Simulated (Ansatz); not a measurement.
Ansatz results at the PBE0-D4/def2-TZVP geometry: HOMO energy (PBE0/def2-TZVPP) -7.82 eV; LUMO energy (B3LYP/def2-TZVPP) -1.09 eV; HOMO energy (B3LYP/def2-TZVPP) -7.58 eV.

Each molecule was computed in one conformer, which needn't be the lowest.

Q: Which molecule gave them?
A. `C[O][Ga]([OH])[O]C`
B. `C=[CH][GaH][Cl]`
C. `C#[C][Ga]([F])[F]`
D. `[NH2][Ga]([Br])[Br]`

A: A. The others give `[NH2][Ga]([Br])[Br]`: -7.98, -1.59, -7.72; `C=[CH][GaH][Cl]`: -8.18, -2.05, -7.95; `C#[C][Ga]([F])[F]`: -9.15, -2.04, -8.89.

B3LYP here is the variant with VWN-RPA as its local correlation; programs differ in this.
